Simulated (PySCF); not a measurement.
Atom-mapped SMILES (the numbers label the heavy atoms): `[CH3:1][O:2][C@H:3]1[CH2:4][Si@@H:5]([c:6]2[cH:7][cH:8][cH:9][s:10]2)[CH2:11]1`; H(Xn) means a hydrogen on atom n. Ha(C4), Ha(C11) are cis to O2 on the ring; Hb(C4), Hb(C11) are trans to O2 on the ring.

Geometry: PBE0-D3(BJ)/def2-SVP; GIAO absolute shieldings from PySCF 2.14, gas phase, non-relativistic, averaged over equivalent atoms.

At PBE0/pcSseg-1 (261 basis functions):
```csv
atoms,σ (ppm)
C7,42.1
C9,44.2
C6,44.5
C8,50.5
C3,112.1
C1,129.1
C4/C11,158.4
O2,269.9
Si5,391.6
S10,235.4
H(C7),23.65
H(C9),23.82
H(C8),23.90
H(Si5),26.43
H(C3),27.78
H(C1),28.05
Hb(C4)/Hb(C11),29.37
Ha(C4)/Ha(C11),29.80
```

Q: Estimate the result of repeating the calculation with wB97X-D/pcSseg-1.

A: 
```json
{"atoms": "C7", "σ at wB97X-D/pcSseg-1": "40.6", "change": "-1.5"}
{"atoms": "C9", "σ at wB97X-D/pcSseg-1": "41.7", "change": "-2.5"}
{"atoms": "C6", "σ at wB97X-D/pcSseg-1": "42.6", "change": "-1.9"}
{"atoms": "C8", "σ at wB97X-D/pcSseg-1": "49.7", "change": "-0.8"}
{"atoms": "C3", "σ at wB97X-D/pcSseg-1": "113.0", "change": "+0.9"}
{"atoms": "C1", "σ at wB97X-D/pcSseg-1": "128.8", "change": "-0.3"}
{"atoms": "C4/C11", "σ at wB97X-D/pcSseg-1": "159.2", "change": "+0.8"}
{"atoms": "O2", "σ at wB97X-D/pcSseg-1": "275.9", "change": "+6.0"}
{"atoms": "Si5", "σ at wB97X-D/pcSseg-1": "391.2", "change": "-0.4"}
{"atoms": "S10", "σ at wB97X-D/pcSseg-1": "231.5", "change": "-3.9"}
{"atoms": "H(C7)", "σ at wB97X-D/pcSseg-1": "23.78", "change": "+0.13"}
{"atoms": "H(C9)", "σ at wB97X-D/pcSseg-1": "23.89", "change": "+0.07"}
{"atoms": "H(C8)", "σ at wB97X-D/pcSseg-1": "24.05", "change": "+0.15"}
{"atoms": "H(Si5)", "σ at wB97X-D/pcSseg-1": "26.59", "change": "+0.16"}
{"atoms": "H(C3)", "σ at wB97X-D/pcSseg-1": "27.97", "change": "+0.19"}
{"atoms": "H(C1)", "σ at wB97X-D/pcSseg-1": "28.17", "change": "+0.12"}
{"atoms": "Hb(C4)/Hb(C11)", "σ at wB97X-D/pcSseg-1": "29.56", "change": "+0.19"}
{"atoms": "Ha(C4)/Ha(C11)", "σ at wB97X-D/pcSseg-1": "29.95", "change": "+0.15"}
```

The largest change is at O2 (ether oxygen). Cost: 261 basis functions. The order of the carbon signals is the same at both levels.
